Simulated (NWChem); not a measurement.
The numbers come from NWChem runs, not from measurements. System: CH6BN, charge 0, spin multiplicity 1, displaced from the optimised geometry. The structure started from a generated list of species. Level: B3LYP/def2-TZVP, VWN1-RPA local correlation.

Input file:

```
start mol
memory heap 200 mb stack 800 mb global 1000 mb
geometry units angstroms nocenter noautoz
  B     -1.401775    -0.227411     0.000000
  H     -2.159335    -1.211365     0.000000
  H     -1.827332     0.940719     0.000000
  N      0.004923    -0.448113     0.000000
  C      1.081350     0.568931     0.000000
  H      0.358140    -1.430902     0.000000
  H      1.746815     0.481141    -0.914526
  H      1.746815     0.481141     0.914526
  H      0.621211     1.599523     0.000000
  symmetry group Cs
end
basis spherical
  * library def2-tzvp
end
dft
  xc b3lyp
  semidirect memsize 60000000 filesize 0
  iterations 100
  convergence energy 1e-4 density 1e-3 gradient 5e-3
end
task dft gradient
```

Part of the output:

```
             Northwest Computational Chemistry Package (NWChem) 7.3.0
             --------------------------------------------------------

                                NWChem Input Module
                                -------------------

 Scaling coordinates for geometry "geometry" by  1.889725989
 (inverse scale =  0.529177249)

 Turning off AUTOSYM since
 SYMMETRY directive was detected!

                             Geometry "geometry" -> ""
                             -------------------------

 Output coordinates in angstroms (scale by  1.889725989 to convert to a.u.)

  No.       Tag          Charge          X              Y              Z
 ---- ---------------- ---------- -------------- -------------- --------------
    1 B                    5.0000    -1.40177500    -0.22741100     0.00000000
    2 H                    1.0000    -2.15933500    -1.21136500     0.00000000
    3 H                    1.0000    -1.82733200     0.94071900     0.00000000
    4 N                    7.0000     0.00492300    -0.44811300     0.00000000
    5 C                    6.0000     1.08135000     0.56893100     0.00000000
    6 H                    1.0000     0.35814000    -1.43090200     0.00000000
    7 H                    1.0000     1.74681500     0.48114100    -0.91452600
    8 H                    1.0000     1.74681500     0.48114100     0.91452600
    9 H                    1.0000     0.62121100     1.59952300     0.00000000

 Effective nuclear repulsion energy (a.u.)      68.8518493455

            Nuclear Dipole moment (a.u.)
            ----------------------------
        X                 Y               Z
 ---------------- ---------------- ----------------
     0.0000000000    -0.0000056692     0.0000000000

      Symmetry information
      --------------------

 Group name             Cs
 Group number              2
 Group order               2
 No. of unique centers     8

      Symmetry unique atoms

     1    2    3    4    5    6    7    9


 Summary of "ao basis" -> "" (spherical)
 ------------------------------------------------------------------------------
       Tag                 Description            Shells   Functions and Types
 ---------------- ------------------------------  ------  ---------------------
 *                         def2-tzvp                  on all atoms

                                 NWChem DFT Module
                                 -----------------

 Summary of "ao basis" -> "ao basis" (spherical)
 ------------------------------------------------------------------------------
       Tag                 Description            Shells   Functions and Types
 ---------------- ------------------------------  ------  ---------------------
 B                         def2-tzvp                11       31   5s3p2d1f
 H                         def2-tzvp                 4        6   3s1p
 N                         def2-tzvp                11       31   5s3p2d1f
 C                         def2-tzvp                11       31   5s3p2d1f

 Summary of "ao basis" -> "ao basis" (spherical)
 ------------------------------------------------------------------------------
       Tag                 Description            Shells   Functions and Types
 ---------------- ------------------------------  ------  ---------------------
 B                         def2-tzvp                11       31   5s3p2d1f
 H                         def2-tzvp                 4        6   3s1p
 N                         def2-tzvp                11       31   5s3p2d1f
 C                         def2-tzvp                11       31   5s3p2d1f

      Symmetry analysis of basis
      --------------------------

        a'         89
        a"         40

            General Information
            -------------------
          SCF calculation type: DFT
          Wavefunction type:  closed shell.
          No. of atoms     :     9
          No. of electrons :    24
           Alpha electrons :    12
            Beta electrons :    12
          Charge           :     0
          Spin multiplicity:     1
          Use of symmetry is: on ; symmetry adaption is: on
          Maximum number of iterations: 100
          AO basis - number of functions:   129
                     number of shells:    57
          Convergence on energy requested:  1.00D-04
          Convergence on density requested:  1.00D-03
          Convergence on gradient requested:  5.00D-03

              XC Information
              --------------
                         B3LYP Method XC Potential
                     Hartree-Fock (Exact) Exchange  0.200
                        Slater Exchange Functional  0.800 local
                    Becke 1988 Exchange Functional  0.720 non-local
              Lee-Yang-Parr Correlation Functional  0.810
                  VWN I RPA Correlation Functional  0.190 local

             Grid Information
             ----------------
          Grid used for XC integration:  medium
          Radial quadrature: Mura-Knowles
          Angular quadrature: Lebedev.
          Tag              B.-S. Rad. Rad. Pts. Rad. Cut. Ang. Pts.
          ---              ---------- --------- --------- ---------
          B                   0.85       49          10.0       434
          H                   0.35       45          12.0       434
          N                   0.65       49           8.0       434
          C                   0.70       49          11.0       434
          Grid pruning is: on
          Number of quadrature shells:   372
          Spatial weights used:  Erf1

          Convergence Information
[...]
 d= 0,ls=0.0,diis     7   -121.3931303793 -4.60D-07  3.23D-06  1.28D-07     7.7

         Total DFT energy =     -121.393130379271
      One electron energy =     -298.378304656277
           Coulomb energy =      126.700765892801
    Exchange-Corr. energy =      -18.567440961258
 Nuclear repulsion energy =       68.851849345463

 Numeric. integr. density =       23.999994309306

     Total iterative time =      7.1s

                  Occupations of the irreducible representations
                  ----------------------------------------------

                     irrep           alpha         beta
                     --------     --------     --------
                     a'               10.0         10.0
                     a"                2.0          2.0

                       DFT Final Molecular Orbital Analysis
                       ------------------------------------

 Vector   10  Occ=2.000000D+00  E=-3.725854D-01  Symmetry=a'
              MO Center= -2.2D-01,  1.6D-01, -1.7D-15, r^2= 3.3D+00
   Bfn.  Coefficient  Atom+Function         Bfn.  Coefficient  Atom+Function
  ----- ------------  ---------------      ----- ------------  ---------------
     6      0.226366  1 B  px                49     -0.206537  4 N  px
    80      0.176695  5 C  px               125     -0.160876  9 H  s
    52     -0.148244  4 N  px                83      0.129330  5 C  px
   107     -0.113293  6 H  s                  9      0.111812  1 B  px
    81     -0.110742  5 C  py                39     -0.109275  3 H  s

 Vector   11  Occ=2.000000D+00  E=-3.181036D-01  Symmetry=a'
              MO Center= -1.6D+00, -1.8D-01, -6.6D-16, r^2= 2.1D+00
   Bfn.  Coefficient  Atom+Function         Bfn.  Coefficient  Atom+Function
  ----- ------------  ---------------      ----- ------------  ---------------
     7      0.286876  1 B  py                33     -0.221497  2 H  s
    39      0.219676  3 H  s                 10      0.182295  1 B  py
    34     -0.152877  2 H  s                 40      0.151488  3 H  s
    32     -0.146067  2 H  s                 38      0.144428  3 H  s
    50     -0.082702  4 N  py               107      0.080010  6 H  s

 Vector   12  Occ=2.000000D+00  E=-2.783818D-01  Symmetry=a"
              MO Center=  7.7D-02, -2.5D-01,  1.3D-15, r^2= 1.9D+00
   Bfn.  Coefficient  Atom+Function         Bfn.  Coefficient  Atom+Function
  ----- ------------  ---------------      ----- ------------  ---------------
    51      0.366964  4 N  pz                54      0.313686  4 N  pz
    57      0.278634  4 N  pz                 8      0.168118  1 B  pz
   113      0.130190  7 H  s                119     -0.130190  8 H  s
    82     -0.121828  5 C  pz                11      0.110708  1 B  pz
   114      0.090097  7 H  s                120     -0.090097  8 H  s

 Vector   13  Occ=0.000000D+00  E=-5.881504D-03  Symmetry=a"
              MO Center= -1.3D+00, -2.0D-01, -4.6D-14, r^2= 3.4D+00
   Bfn.  Coefficient  Atom+Function         Bfn.  Coefficient  Atom+Function
  ----- ------------  ---------------      ----- ------------  ---------------
    14      0.636775  1 B  pz                57     -0.376144  4 N  pz
    11      0.331994  1 B  pz                 8      0.310894  1 B  pz
    51     -0.218150  4 N  pz                54     -0.168206  4 N  pz
   114     -0.159060  7 H  s                120      0.159060  8 H  s
    88     -0.041046  5 C  pz               113     -0.033660  7 H  s

 Vector   14  Occ=0.000000D+00  E= 2.361371D-02  Symmetry=a'
              MO Center=  7.1D-01, -8.4D-01,  6.3D-14, r^2= 5.8D+00
   Bfn.  Coefficient  Atom+Function         Bfn.  Coefficient  Atom+Function
  ----- ------------  ---------------      ----- ------------  ---------------
    79      2.636547  5 C  s                 48      1.168125  4 N  s
   108     -1.130901  6 H  s                114     -1.063929  7 H  s
   120     -1.063929  8 H  s                  5     -0.940843  1 B  s
   126     -0.751284  9 H  s                 56     -0.654506  4 N  py
    12     -0.442483  1 B  px                 9     -0.303632  1 B  px

 Vector   15  Occ=0.000000D+00  E= 5.293546D-02  Symmetry=a'
              MO Center=  8.5D-01,  3.8D-01, -8.6D-15, r^2= 7.4D+00
   Bfn.  Coefficient  Atom+Function         Bfn.  Coefficient  Atom+Function
  ----- ------------  ---------------      ----- ------------  ---------------
    79      3.764602  5 C  s                 48     -1.778810  4 N  s
   126     -1.282297  9 H  s                114     -1.260161  7 H  s
   120     -1.260161  8 H  s                 13     -0.915310  1 B  py
   108      0.757215  6 H  s                 40      0.647371  3 H  s
     5     -0.491105  1 B  s                 55     -0.493202  4 N  px

 center of mass
 --------------
 x =  -0.08326681 y =  -0.04759214 z =   0.00000000

 moments of inertia (a.u.)
 ------------------
          58.577257194879         -49.624237897332           0.000000000000
         -49.624237897332         185.697163267151           0.000000000000
           0.000000000000           0.000000000000         232.234187109943

     Multipole analysis of the density
     ---------------------------------

     L   x y z        total         alpha         beta         nuclear
     -   - - -        -----         -----         ----         -------
     0   0 0 0     -0.000000    -12.000000    -12.000000     24.000000

     1   1 0 0      0.796088      0.398044      0.398044      0.000000
     1   0 1 0     -0.114709     -0.057351     -0.057351     -0.000006
     1   0 0 1      0.000000      0.000000      0.000000      0.000000

     2   2 0 0    -17.044762    -64.694696    -64.694696    112.344629
     2   1 1 0     -0.454058    -15.097972    -15.097972     29.741886
     2   1 0 1      0.000000      0.000000      0.000000      0.000000
     2   0 2 0    -14.720624    -27.050475    -27.050475     39.380325
     2   0 1 1      0.000000      0.000000      0.000000      0.000000
     2   0 0 2    -16.025012    -10.999193    -10.999193      5.973375

            General Information
            -------------------
          SCF calculation type: DFT
          Wavefunction type:  closed shell.
          No. of atoms     :     9
          No. of electrons :    24
           Alpha electrons :    12
            Beta electrons :    12
          Charge           :     0
          Spin multiplicity:     1
          Use of symmetry is: on ; symmetry adaption is: on
          Maximum number of iterations: 100
          AO basis - number of functions:   129
                     number of shells:    57
          Convergence on energy requested:  1.00D-04
          Convergence on density requested:  1.00D-03
          Convergence on gradient requested:  5.00D-03

              XC Information
              --------------
                         B3LYP Method XC Potential
                     Hartree-Fock (Exact) Exchange  0.200
                        Slater Exchange Functional  0.800 local
                    Becke 1988 Exchange Functional  0.720 non-local
              Lee-Yang-Parr Correlation Functional  0.810
                  VWN I RPA Correlation Functional  0.190 local

             Grid Information
             ----------------
          Grid used for XC integration:  medium
          Radial quadrature: Mura-Knowles
          Angular quadrature: Lebedev.
          Tag              B.-S. Rad. Rad. Pts. Rad. Cut. Ang. Pts.
          ---              ---------- --------- --------- ---------
          B                   0.85       49          10.0       434
          H                   0.35       45          12.0       434
          N                   0.65       49           8.0       434
          C                   0.70       49          11.0       434
          Grid pruning is: on
          Number of quadrature shells:   372
          Spatial weights used:  Erf1

          Convergence Information
          -----------------------
          Convergence aids based upon iterative change in
          total energy or number of iterations.
          Levelshifting, if invoked, occurs when the
          HOMO/LUMO gap drops below (HL_TOL):  1.00D-02
          DIIS, if invoked, will attempt to extrapolate
          using up to (NFOCK): 10 stored Fock matrices.

                    Damping( 0%)  Levelshifting(0.5)       DIIS
                  --------------- ------------------- ---------------
          dE  on:    start            ASAP                start
          dE off:    2 iters        100 iters           100 iters

      Screening Tolerance Information
      -------------------------------
          Density screening/tol_rho:  1.00D-10
          AO Gaussian exp screening on grid/accAOfunc:   9
          CD Gaussian exp screening on grid/accCDfunc:  20
          XC Gaussian exp screening on grid/accXCfunc:  20
          Schwarz screening/accCoul:  1.00D-08

                            NWChem DFT Gradient Module
                            --------------------------

  charge          =   0.00
  wavefunction    = closed shell

  Using symmetry

                         DFT ENERGY GRADIENTS

    atom               coordinates                        gradient
                 x          y          z           x          y          z
   1 B      -2.648971  -0.429744   0.000000   -0.010848   0.000413   0.000000
   2 H      -4.080551  -2.289148   0.000000   -0.012648  -0.016064   0.000000
   3 H      -3.453157   1.777701   0.000000   -0.007031   0.019151   0.000000
   4 N       0.009303  -0.846811   0.000000    0.006436   0.009183   0.000000
   5 C       2.043455   1.075124   0.000000   -0.005922  -0.007562   0.000000
   6 H       0.676786  -2.704013   0.000000    0.008827  -0.025840   0.000000
   7 H       3.301002   0.909225  -1.728204    0.014879  -0.000756  -0.018433
   8 H       3.301002   0.909225   1.728204    0.014879  -0.000756   0.018433
   9 H       1.173919   3.022660   0.000000   -0.008571   0.022231   0.000000

                 ----------------------------------------
                 |  Time  |  1-e(secs)   |  2-e(secs)   |
                 ----------------------------------------
                 |  CPU   |       0.02   |      13.88   |
                 ----------------------------------------
                 |  WALL  |       0.02   |      13.88   |
                 ----------------------------------------

 Task  times  cpu:       22.3s     wall:       22.3s

 Total times  cpu:       22.3s     wall:       22.3s
```
